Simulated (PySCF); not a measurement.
Work out the structure from these simulated measurements.

Formula: C3H8F3NSi2.

| Item | Value |
| --- | --- |
| NMR, other nuclei | isotropic shieldings of nuclei other than C and H, by class: 253 (1 N), 257 (1 F), 295 (1 F), 381 (1 F), 369 (1 Si), 469 (1 Si) ppm [GIAO PBE0/pcSseg-1] |
| 1H NMR | chemical shifts (computed TMS as zero) by class: 3.43 (3 H), 0.68 (2 H), 0.48 (3 H) ppm [GIAO PBE0/pcSseg-1] |
| 13C NMR | chemical shifts (computed TMS as zero) by class: 171.9 (1 C), 139.0 (1 C), -0.1 (1 C) ppm [GIAO PBE0/pcSseg-1] |
| Dipole | 1.95 D [PBE0/pcSseg-1] |
| Rotational structure | rotational constants A, B, C: 1.384, 0.758, 0.675 GHz [GFN2-xTB] |

The electronic properties come from PySCF, for the isolated species, density fitting. Levels stand in brackets. The structure is a single GFN2-xTB conformer in the gas phase; no vibrational or solvent corrections. NMR values are class means; diastereotopic atoms form classes of their own.

Question: Propose a structure and show how it fits.

Answer: Numbering: `[CH3:1][Si@@:2]([NH2:3])([SiH3:4])[C:5]([F:6])=[C:7]([F:8])[F:9]`. Its formula, C3H8F3NSi2, gives 1 degree of unsaturation: 0 rings and 1 π bond in the structure found. 3 carbons fall into 3 classes; from least to most shielded: =CF2 carbon [C7] (171.9 ppm), vinylic C–F carbon [C5] (139.0 ppm), Si-methyl carbon [C1] (-0.1 ppm). Hydrogen classes from least to most shielded: 3 H on an SiH3 silicon, Si4 (3.43 ppm), 2 H on a silicon-bound nitrogen, N3 (0.68 ppm), 3 H on an Si-methyl carbon, C1 (0.48 ppm). The other shieldings belong to: 253 ppm, silicon-bound nitrogen [N3]; 257 ppm, vinyl fluorine [F8]; 295 ppm, vinyl fluorine [F9]; 381 ppm, vinyl fluorine [F6]; 369 ppm, four-coordinate silicon [Si2]; 469 ppm, SiH3 silicon [Si4]. The optimised geometry has point group C1 and is an asymmetric top. Structure: `C[Si@@](N)([SiH3])C(F)=C(F)F`. Computed isomers that give other values at the same levels: `FC(F)(F)[C@@H]1C[SiH2]N[SiH2]1` (13C chemical shifts (computed TMS as zero) by class: 139.0 (1 C), 31.9 (1 C), 8.9 (1 C) ppm); `FC(F)[C@@]1(F)[SiH2][C@H]1N[SiH3]` (13C chemical shifts (computed TMS as zero) by class: 125.6 (1 C), 86.1 (1 C), 46.7 (1 C) ppm); `FC(F)=C(F)C[SiH2]N[SiH3]` (13C chemical shifts (computed TMS as zero) by class: 166.8 (1 C), 139.4 (1 C), 16.1 (1 C) ppm). The assignments are read from this structure; whether some other isomer fits the data as well wasn't checked. The mirror image fits equally.

Conformer computed: `[CH3:1][Si@@:2]([NH2:3])([SiH3:4])[C:5]([F:6])=[C:7]([F:8])[F:9]`: C1–Si2–C5–F6 126°, H–N3–Si2–C1 178°, H–N3–Si2–C1 -39°.
